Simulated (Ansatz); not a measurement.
Relaxation of a periodic cell of 19 atoms, C18Se (surface graphene monolayer, adsorbate Se), to a largest force component of 0.03 eV/Å in at most 60 steps.

Method: Ansatz, DFT PBE, scalar-relativistic, plane waves, PAW. Settings: cutoff 420 eV, k mesh 2x2x1, gaussian smearing 0.02 eV, no spin polarisation.

```xyz
19
Lattice="7.3980 0.0000 0.0000 -3.6990 6.4069 0.0000 0.0000 0.0000 12.0000" Properties=species:S:1:pos:R:3
C 0.000 0.000 1.000
C 1.233 0.712 1.000
C -1.233 2.136 1.000
C 0.000 2.847 1.000
C -2.466 4.271 1.000
C -1.233 4.983 1.000
C 2.466 0.000 1.000
C 3.699 0.712 1.000
C 1.233 2.136 1.000
C 2.466 2.847 1.000
C 0.000 4.271 1.000
C 1.233 4.983 1.000
C 4.932 0.000 1.000
C 6.165 0.712 1.000
C 3.699 2.136 1.000
C 4.932 2.847 1.000
C 2.466 4.271 1.000
C 3.699 4.983 1.000
Se 0.023 0.604 2.910
```

Where does it end, and by what steps?

The forces met the threshold. Limits of this set-up: coarse k mesh, slab without dipole correction. After 10 steps the energy has fallen by 1.348 eV; Se19 moved furthest, 0.70 Å.

| step | energy less start (eV) | largest force component (eV/Å) | accepted |
| --- | --- | --- | --- |
| 0 | 0.0000 | 4.059 | yes |
| 1 | -0.7521 | 1.847 | yes |
| 2 | -1.0603 | 0.557 | yes |
| 3 | -1.1538 | 0.473 | yes |
| 4 | -1.1821 | 0.205 | yes |
| 5 | -1.2346 | 0.399 | yes |
| 6 | -1.2960 | 0.401 | yes |
| 7 | -1.3232 | 0.285 | yes |
| 8 | -1.3413 | 0.338 | yes |
| 9 | -1.3474 | 0.052 | yes |
| 10 | -1.3476 | 0.013 | yes |

```xyz
19
Lattice="7.3980 0.0000 0.0000 -3.6990 6.4069 0.0000 0.0000 0.0000 12.0000" Properties=species:S:1:pos:R:3
C -0.051 0.002 1.240
C 1.221 0.736 1.240
C -1.272 2.139 0.923
C -0.019 2.862 0.923
C -2.509 4.283 0.924
C -1.257 5.006 0.923
C 2.452 -0.006 1.005
C 3.673 0.721 0.947
C 1.194 2.174 1.006
C 2.434 2.868 0.947
C -0.022 4.289 0.897
C 1.201 4.996 0.943
C 4.895 0.017 0.947
C 6.116 0.744 1.005
C 3.668 2.149 0.942
C 4.892 2.856 0.897
C 2.435 4.277 0.948
C 3.675 4.972 1.006
Se 0.588 0.368 3.247
```

Whether the end is a true minimum wasn't checked by a vibrational analysis.

The run took 61 s on 1 CPU thread of a shared host.
